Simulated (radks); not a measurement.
All-electron atom: the holmium ion Ho3+ in [Kr] 4d10 4f10 5p6 5d2 (not the ground configuration). All-electron calculation, Dirac Kohn-Sham, PBE, spin-unpolarised, spherical densities, point nucleus; open shells fill j = l - 1/2 first. Program: a radial shooting solver on a logarithmic mesh with Libxc functionals.

Spin-orbit splittings of the eigenvalues, e(l+1/2) - e(l-1/2), with zeta = 2 splitting/(2l+1) and mean radii in bohr:

| shell | occ. | splitting (eV) | zeta (eV) | <r> j=l-1/2 | <r> j=l+1/2 |
|---|---|---|---|---|---|
| 2p | 6 | 857.0 | 571.3 | 0.07290 | 0.08007 |
| 3p | 6 | 179.0 | 119.3 | 0.2191 | 0.2326 |
| 3d | 10 | 39.10 | 15.64 | 0.2054 | 0.2096 |
| 4p | 6 | ? | ? | 0.5281 | 0.5588 |
| 4d | 10 | 7.320 | 2.928 | 0.5882 | 0.5989 |
| 4f | 10 | 1.074 | 0.3069 | 0.7588 | 0.7691 |
| 5p | 6 | 5.884 | 3.923 | 1.361 | 1.447 |
| 5d | 2 | 0.6035 | 0.2414 | 1.956 | 1.993 |

Estimate the 4p splitting.

Answer. 40.20 eV (zeta = 26.80 eV).
